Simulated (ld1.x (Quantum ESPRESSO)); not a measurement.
## Reading a pseudo-wave (calcium)

Columns: radius, all-electron u(r) and pseudo u(r) of the 3s shell (level -47.09 eV) of calcium in the configuration [Ne] 3s2 3p6 3d0 4s2 4p0; PBE, scalar-relativistic, TM scheme, ld1.x (Quantum ESPRESSO) 7.5.

| r (bohr) | all-electron | pseudo |
| --- | --- | --- |
| 0.103 | -0.0117 | 0.1464 |
| 0.205 | -0.4902 | 0.2881 |
| 0.308 | -0.4637 | 0.4245 |
| 0.410 | -0.1508 | 0.5500 |
| 0.513 | 0.2304 | 0.6638 |
| 0.615 | 0.5589 | 0.7607 |
| 0.718 | 0.8019 | 0.8400 |
| 0.820 | 0.9514 | 0.8972 |
| 0.923 | 1.0230 | 0.9316 |
| 1.025 | 1.0333 | 0.9412 |
| 1.128 | 1.0006 | 0.9266 |
| 1.230 | 0.9405 | 0.8900 |
| 1.332 | 0.8647 | 0.8351 |
| 1.435 | 0.7808 | 0.7663 |
| 1.538 | 0.6956 | 0.6899 |
| 1.640 | 0.6139 | 0.6123 |
| 1.743 | 0.5365 | 0.5362 |
| 1.845 | 0.4663 | 0.4663 |
| 1.948 | 0.4023 | 0.4023 |
| 2.050 | 0.3460 | 0.3460 |
| 2.153 | 0.2959 | 0.2959 |
| 2.255 | 0.2527 | 0.2527 |
| 2.358 | 0.2147 | 0.2147 |
| 2.460 | 0.1824 | 0.1824 |
| 2.562 | 0.1545 | 0.1545 |
| 2.665 | 0.1305 | 0.1305 |

Question: How many radial nodes do the two functions have?

Answer: The all-electron 3s function has n − l − 1 = 2 (the table is too coarse to show those close to the nucleus); the pseudo-wave has 0, since the states of the same l below it are removed with the core.

Question: At about which radius was the pseudo-wave matched?

Answer: 1.95 bohr. The columns agree to 0.0005 from 1.74 bohr on; several derivatives are matched, so the curves merge somewhat inside the radius.

Question: Where does each function peak?

Answer: Outermost all-electron maximum near 1.02 bohr, pseudo maximum near 1.02 bohr (to the table’s step).

Question: Is the pseudo-wave norm-conserving?

Answer: Yes: the TM scheme keeps the norm inside the radius equal to the all-electron one, which fixes the energy derivative of the logarithmic derivative at the level.
